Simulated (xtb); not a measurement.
CF5In, SMILES [F][In]([F])[C](F)(F)F. All values are semi-empirical tight-binding results from xtb (GFN2-xTB unless named), good for trends rather than for accurate numbers. The structure is a stationary point at GFN2-xTB. The structure was generated by enumeration; whether it is a known compound was not checked.

For metal compounds this method's bond lengths and energies can be far off.

Computed properties:
| Item | Result |
|---|---|
| orbital gap | 2.47 eV |
| zero-point energy | 8.9 kcal/mol |
| G − E(el) at 298.15 K (modified RRHO) | -13.5 kcal/mol |
